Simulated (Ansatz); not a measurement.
The molecule I2, closed-shell singlet (the spin of the measured ground state). No spin–orbit coupling.

D_e counts from the fitted minimum to each atom's lowest state at the same level, without counterpoise. The singlet is restricted.

The values were computed with Ansatz (Gaussian basis) for Hartree–Fock, density functionals and correlated methods. Each number belongs to the level named beside it. In def2 rows elements past Kr take small-core potentials, without spin–orbit coupling.

**Question.** One of these levels gives 40.70 kcal/mol for the bond energy D_e. Name it.
(A) PBE/def2-TZVPP
(B) CAM-B3LYP/def2-TZVPP
(C) SVWN5/def2-TZVPP
(D) r2SCAN/def2-TZVPP

**Answer.** B, CAM-B3LYP/def2-TZVPP. The others give 64.38 (SVWN5/def2-TZVPP), 50.82 (PBE/def2-TZVPP), 46.30 (r2SCAN/def2-TZVPP)

Ansatz is a quantum-chemistry and plane-wave program.
